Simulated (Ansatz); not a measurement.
H12Si5, charge +1, doublet, geometry from GFN2-xTB (a state made from the parent by changing its charge; the spin is typed, not shown lowest), with bond 8-1 at 1.4 times its length; CASSCF(3,3)/STO-3G run with Ansatz (an electronic-structure program).

The Ansatz input:
Ansatz 0.2 input:
```yaml
crystal:
  periodic: [false, false, false]
  atoms:
    - {symbol: Si, position_ang: [-0.32267381, -2.30654969, -0.66215849]}
    - {symbol: Si, position_ang: [-0.01065062, 0.00447624, -0.00723569]}
    - {symbol: Si, position_ang: [-1.44887010, 1.77192819, -0.81908303]}
    - {symbol: Si, position_ang: [-0.39264773, -0.02915796, 2.38267482]}
    - {symbol: Si, position_ang: [2.17048347, 0.56012448, -0.89698834]}
    - {symbol: H, position_ang: [-1.69777108, -2.62923871, -0.28939339]}
    - {symbol: H, position_ang: [0.63269439, -3.19215336, -0.00766238]}
    - {symbol: H, position_ang: [-0.10862815, -2.34012477, -2.69555467]}
    - {symbol: H, position_ang: [-0.99108376, 3.08837788, -0.39085261]}
    - {symbol: H, position_ang: [-2.78535849, 1.47722994, -0.30844522]}
    - {symbol: H, position_ang: [-1.42169371, 1.64331203, -2.27417243]}
    - {symbol: H, position_ang: [-1.76813466, -0.37165972, 2.72218117]}
    - {symbol: H, position_ang: [0.55099819, -1.01065686, 2.91195031]}
    - {symbol: H, position_ang: [-0.04259304, 1.31198872, 2.84365718]}
    - {symbol: H, position_ang: [3.09056479, -0.38261311, -0.26511927]}
    - {symbol: H, position_ang: [2.22036366, 0.46450071, -2.35057968]}
    - {symbol: H, position_ang: [2.44282104, 1.91994667, -0.43790910]}
basis:
  gaussian:
    orbitals: STO-3G
hamiltonian:
  xc: hf
total_charge: 1
correlation: {active_space: {window: {electrons: 3, orbitals: 3}}}
magnetization: {spin_polarized: false, initial_magnetization: 1}
```

Task: Write the output that Ansatz gives for this input, abridged.

Result: 
```
Functional definition: HF
637 factors; integrals over basis functions are off by at most 3.2e-5 eV
mean field evaluation 1: about -39038.8646 eV, gradient 1.5e1 eV
mean field evaluation 2: about -39038.9108 eV, gradient 1.5e1 eV
mean field evaluation 4: about -39040.2796 eV, gradient 1.5e0 eV
mean field evaluation 8: about -39040.2995 eV, gradient 7.0e-3 eV
mean field evaluation 16: about -39040.2804 eV, gradient 7.3e-1 eV
mean field evaluation 32: about -39039.2698 eV, gradient 8.7e-1 eV
mean field -39040.29948926 eV, -1434.7045437650 hartree, gradient 2.3e-6 eV, S^2 0.750000; 6 other end points of the search recorded, 0 dependent functions left out
reference -39040.29948926 eV, -1434.7045437650 hartree; 41, 40 occupied and 16, 17 virtual orbitals, 637 factors
state -39041.51668253 eV, -1434.7492747924 hartree
Total energy: -39041.51668253 eV, -1434.7492747924 hartree
```
